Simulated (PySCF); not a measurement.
Electronic structure of Cr (chromium, neutral) at the LDA level

Configuration: [Ar] 3d4 4s1 4p1, one real determinant (an excited configuration). All numbers are calculated (PySCF 2.14, no relativity, point nucleus, in aug-cc-pVTZ with one added diffuse shell each of s, p, d, f, g type (9s8p6d4f3g, 118 functions)).

- Total energy: -1042.047 hartree
- One-electron energy: -1433.587 hartree
- Hartree (Coulomb) energy: 437.795 hartree
- Exchange-correlation energy: -46.255 hartree
- Kinetic energy: 1041.96098 hartree
- ⟨S²⟩: 12.0002
- ⟨L²⟩: 8.004
- Sum of ⟨r⟩: 22.16 bohr
- Sum of ⟨r²⟩: 48.39 bohr²
- Traceless quadrupole moment −½Σ⟨3z² − r²⟩ along its main axis: -7.66 e·bohr²
- Density at the nucleus (Gaussians lack the cusp): 9260 bohr⁻³
- Spin density at the nucleus: 4.02 bohr⁻³
- Langevin diamagnetic susceptibility: -38.3 ×10⁻⁶ cm³/mol

```tsv
shell	electrons	mean orbital energy (eV)	spread (eV)	rms radius, mean of both spins (bohr)
1s α	1	-5824.8	0	0.0744
1s β	1	-5824.7	0	0.0744
2s α	1	-662.32	0	0.322
2s β	1	-660.65	0	0.322
2p α	3	-564.53	0.438	0.290
2p β	3	-563.23	0.667	0.290
3s α	1	-78.620	0	0.975
3s β	1	-74.732	0	0.975
3p α	3	-51.385	0.520	1.05
3p β	3	-47.542	1.264	1.05
3d α	4	-8.735	0.414	1.47
4s α	1	-6.367	0	3.30
4p α	1	-2.619	0	4.43
```

⟨L²⟩ = 8.00 against 12 for a pure F term, so this real determinant mixes terms.
